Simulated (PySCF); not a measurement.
Vertical excitations of a molecule C₂H₈GeO₃ from PySCF with TDA-PBE/def2-SVPD, as energy in eV (oscillator strength): 6.01 (0.089), 6.05 (0.026), 6.48 (0.027), 6.64 (0.036), 6.93 (0.008), 7.10 (0.007). Lowest triplet (TDA): 5.70 eV. Geometry: B3LYP-D3(BJ)/def2-SVP. One conformer was computed; it need not be the lowest.

**Question.** Pick the molecule that these values belong to.
(A) CC[O][GeH]([OH])[OH]
(B) OC[C@H](O)[GeH2][OH]
(C) CO[CH2][GeH]([OH])[OH]
(D) C[CH2][Ge]([OH])([OH])[OH]

**Answer.** D, C[CH2][Ge]([OH])([OH])[OH]
